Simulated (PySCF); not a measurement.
**Dipole response of V²⁺ (vanadium, charge +2)**

[Ar] 3d3, high-spin 4F determinant. All numbers are calculated (PySCF 2.14, no relativity, point nucleus, in aug-cc-pVTZ with one added diffuse shell each of s, p, d, f, g type (9s8p6d4f3g, 118 functions)). Coupled (time-dependent) response in atomic units; α is the mean over directions.

```csv
method,mean α (bohr³),C₆ (like pair),S(−4)
UHF,3.925,11.84,8.577
PBE,4.931,14.81,18.97
```

S(−4) is the Cauchy moment in α(ω) = α(0) + S(−4) ω² + …

α(iu) at UHF:

| u (hartree) | α(iu) (bohr³) |
| --- | --- |
| 0 | 3.925 |
| 0.0500 | 3.904 |
| 0.100 | 3.843 |
| 0.200 | 3.633 |
| 0.300 | 3.368 |
| 0.500 | 2.855 |
| 0.750 | 2.351 |
| 1.00 | 1.968 |
| 1.50 | 1.423 |
| 2.00 | 1.062 |
| 3.00 | 0.6425 |
| 5.00 | 0.3015 |

A single London oscillator, α(iu) = α/(1 + u²/ω²), gives C₆ = (3/4) ω α². Matching the computed C₆ needs ω = 4 × 11.84 / (3 × 3.925²) = 1.02 hartree.

For an ion, C₆ is the dispersion term alone; charge-induced terms of lower order in 1/R come first.
